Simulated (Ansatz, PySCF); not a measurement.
Torsion Si1–Ge2–S3–H7 in GeH4SSi (SMILES [SiH3][Ge][SH]); at each angle all else is relaxed with GFN2-xTB, and the levels are single points there.
Geometry at 180° (charge 0, multiplicity 1):
```csv
atom,x (Å),y (Å),z (Å)
Si,0.9981,-0.0542,0.0244
Ge,-0.5848,1.7763,-0.2531
S,-2.3557,0.4653,0.0961
H,0.7329,-1.2346,-0.8084
H,2.3587,0.3869,-0.3260
H,1.0808,-0.5405,1.4094
H,-3.2901,1.4047,-0.0398
```

On the grid 0° to 330°, 90° is the highest and 180° the lowest point at MP2/CBS(def2-TZVPP, def2-QZVPP) + ΔCCSD(T)/def2-TZVPP.

Programs: Ansatz (Gaussian basis) for Hartree–Fock, density functionals and correlated methods; PySCF for the dispersion terms. 

Task: What energy at 90° less that at 180° does PBE0/def2-TZVPP give?

Result: 16.2 kcal/mol

Task: What is the computed energy at 90° less that at 180° (HF/def2-TZVPP)?

Result: 14.0 kcal/mol

Task: Estimate the energy at 90° less that at 180° that PBE-D4/def2-TZVPP returns for this input.

Result: 16.7 kcal/mol

Ansatz is an electronic-structure program.
